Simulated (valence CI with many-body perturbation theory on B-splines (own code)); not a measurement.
Valence orbitals of Tl IX

Level of theory: relativistic CI+MBPT: five valence electrons over a frozen Dirac-Fock core [Xe] 4f14, radial functions for each j: 7 s, 7 p, 8 d, 6 f, 4 g, 1 h, with the one-electron correlation potential Σ1 (screened to all orders), the two-electron term Σ2, the three-electron term Σ3, Breit, model QED; selected single and double excitations, second order for the rest, scaled by the run's own slope (own B-spline code, finite nucleus).

No measured levels were compared; by estimate terms of the open shell hold to 2 to 4 % of their energy, and close levels can change places; different configurations can be misplaced against each other by 1,000 to 8,000 cm⁻¹. Core correlation moves these levels by up to 16000 cm⁻¹, and in measured spectra 5 to 20 % of such shifts remained as error; rates that hang on mixing are uncertain with them. Among the levels kept, up to 1000 cm⁻¹ of a level comes from second order outside the variational space, and about a tenth of that is noise between levels of different J, which matters for small intervals. Only levels of the ground parity were solved; by the run's estimate the other parity begins above the list, which can be wrong where configurations are misplaced.

These are the spectroscopic orbitals of the CI (the correlating ones are not listed), shaped by the core and the other valence electrons. h is the expectation value of the core's Dirac-Fock operator, without the valence repulsion; Σ1 is computed up to l = 3 at one energy for each symmetry, that of its lowest orbital but kept below the first core excitation, so for empty shells it is not the orbital's own correlation shift; Breit and QED include the response of the core.

```tsv
Orbital	h (hartree)	Σ1 (cm⁻¹)	Breit (cm⁻¹)	QED (cm⁻¹)	⟨r⟩ (bohr)
6s1/2	-6.1526	-10801	510	526	1.797
7s1/2	-3.6721	-3206	208	209	3.107
8s1/2	-2.4653	-1536	111	113	4.704
6p1/2	-5.5121	-8144	698	8.1	1.974
7p1/2	-3.3777	-2893	327	4.0	3.330
8p1/2	-2.2963	-1436	178	2.3	5.013
6p3/2	-5.2305	-6378	326	40.3	2.095
7p3/2	-3.2442	-2408	160	19.8	3.476
8p3/2	-2.2214	-1225	101	11.2	5.189
5d3/2	-7.9493	-15007	595	-197	1.160
6d3/2	-4.26	-3665	193	-38.2	2.471
7d3/2	-2.7546	-1663	98.0	-18.1	4.021
5d5/2	-7.8149	-14002	167	-129	1.186
6d5/2	-4.209	-3578	84.5	-22.0	2.505
7d5/2	-2.7286	-1641	46.6	-10.2	4.062
5f5/2	-5.0136	-12818	-101	-57.4	1.780
6f5/2	-3.1154	-4314	-37.3	-25.8	3.317
5f7/2	-4.9966	-11837	-174	-48.7	1.789
6f7/2	-3.1054	-4000	-72.9	-21.5	3.330
5g7/2	-3.1511		-12.3	-2.8	2.922
5g9/2	-3.1525		-13.3	-2.5	2.920
```

Among the shells of the start configuration 5d5, Σ1 is largest in size for 5d3/2, where it is 0.86 % of h.

Lowest root of each symmetry, sizes in configuration state functions:

```csv
J,Parity,Roots,Reference,Variational,Second order,Change by selected CI (cm⁻¹),Change by second order (cm⁻¹)
1/2,even,8,13,33158,1742424,-14673,-85
3/2,even,11,19,29259,3778868,-14224,-243
5/2,even,14,24,29113,4645110,-10747,-242
7/2,even,12,20,28192,5290324,-13224,-480
9/2,even,8,14,27702,4231663,-13031,-451
11/2,even,5,7,28752,4483503,-13038,-250
13/2,even,2,3,28207,2638213,-13166,-145
```
